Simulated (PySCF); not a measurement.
# Spin-rotation constants: SMILES [BH3-][P@+]1(C)C([SiH3])=C1OC, C₄H₁₂BOPSi

Molfile (atoms numbered from 1):
```
C4H12BOPSi
     RDKit          3D

 20 20  0  0  0  0  0  0  0  0999 V2000
   -2.1413   -0.5503   -1.3158 B   0  0  0  0  0  0  0  0  0  0  0  0
   -0.8009   -0.3084    0.0854 P   0  0  2  0  0  0  0  0  0  0  0  0
   -0.6076   -1.5777    1.4241 C   0  0  0  0  0  0  0  0  0  0  0  0
    0.1457    1.1797    0.6226 C   0  0  0  0  0  0  0  0  0  0  0  0
    0.1832    2.8000    1.5493 Si  0  0  0  0  0  4  0  0  0  0  0  0
    0.8449    0.3825   -0.1842 C   0  0  0  0  0  0  0  0  0  0  0  0
    1.9954    0.2549   -0.8161 O   0  0  0  0  0  0  0  0  0  0  0  0
    2.1081   -0.8952   -1.6391 C   0  0  0  0  0  0  0  0  0  0  0  0
   -1.8620   -1.6230   -1.7578 H   0  0  0  0  0  0  0  0  0  0  0  0
   -3.1890   -0.5309   -0.7581 H   0  0  0  0  0  0  0  0  0  0  0  0
   -1.9583    0.3545   -2.0627 H   0  0  0  0  0  0  0  0  0  0  0  0
   -0.4809   -2.5591    0.9667 H   0  0  0  0  0  0  0  0  0  0  0  0
    0.2419   -1.3473    2.0628 H   0  0  0  0  0  0  0  0  0  0  0  0
   -1.5203   -1.5960    2.0186 H   0  0  0  0  0  0  0  0  0  0  0  0
    1.3577    2.7894    2.4259 H   0  0  0  0  0  0  0  0  0  0  0  0
   -1.0426    2.8868    2.3423 H   0  0  0  0  0  0  0  0  0  0  0  0
    0.2714    3.9000    0.5892 H   0  0  0  0  0  0  0  0  0  0  0  0
    3.0345   -0.7831   -2.1989 H   0  0  0  0  0  0  0  0  0  0  0  0
    2.1534   -1.8029   -1.0291 H   0  0  0  0  0  0  0  0  0  0  0  0
    1.2616   -0.9633   -2.3279 H   0  0  0  0  0  0  0  0  0  0  0  0
  2  1  1  6
  2  3  1  0
  2  4  1  0
  4  5  1  0
  4  6  2  0
  6  7  1  0
  7  8  1  0
  6  2  1  0
  1  9  1  0
  1 10  1  0
  1 11  1  0
  3 12  1  0
  3 13  1  0
  3 14  1  0
  5 15  1  0
  5 16  1  0
  5 17  1  0
  8 18  1  0
  8 19  1  0
  8 20  1  0
M  CHG  2   1  -1   2   1
M  END
```

Method used: GIAO PBE0/pcSseg-1 magnetisability, rotational g tensor and spin-rotation constants, non-relativistic, gas phase in PySCF 2.14.0. Geometry: GFN2-xTB.

Problem. Give the nuclear spin-rotation constants along the inertial axes (H = +C I·J) beside the isotropic shieldings.

Solution. Rotational constants 1.4462, 1.0360, 0.7644 GHz. A star marks the isotopologue with that one atom substituted, in its own axes.
```csv
atom,isotope,Caa (kHz),Cbb (kHz),Ccc (kHz),mean (kHz),σ (ppm)
B1,11B,0.185,0.141,0.070,0.132,143.8
P2,31P,2.429,1.910,0.262,1.534,437.9
H9,1H,0.027,-0.102,-0.070,-0.048,30.2
H10,1H,-0.139,0.024,-0.073,-0.063,30.2
H11,1H,-0.135,-0.079,-0.013,-0.075,31.2
H12,1H,0.037,-0.120,-0.084,-0.056,30.0
H13,1H,-0.129,-0.079,-0.043,-0.084,31.1
H14,1H,-0.157,0.024,-0.085,-0.073,29.8
H15,1H,-0.111,-0.053,-0.010,-0.058,27.2
H16,1H,-0.106,0.024,-0.072,-0.051,27.4
H17,1H,-0.118,-0.075,0.010,-0.061,27.2
H18,1H,-0.157,0.058,-0.079,-0.059,27.5
H19,1H,-0.122,-0.090,0.011,-0.068,27.7
H20,1H,-0.109,-0.060,-0.015,-0.061,27.4
C3,13C*,0.246,0.181,0.086,0.171,161.1
C4,13C*,0.497,0.346,0.072,0.305,93.1
Si5,29Si*,-0.733,-0.536,-0.414,-0.561,439.0
C6,13C*,0.492,0.627,0.180,0.433,2.7
O7,17O*,-0.386,-0.138,-0.036,-0.187,213.2
C8,13C*,0.195,0.246,0.190,0.210,123.9
```
For the geometry as given, no vibrational averaging.

Problem. How do the rotational constants and the g tensor change when H9, H10, H11, H12, H13, H14, H15, H16, H17, H18, H19, H20 are replaced by deuterium?

Solution. Constants 1.2094, 0.8723, 0.6593 GHz; g -0.0160, -0.0153, -0.0039, against -0.0192, -0.0182, -0.0046 before.
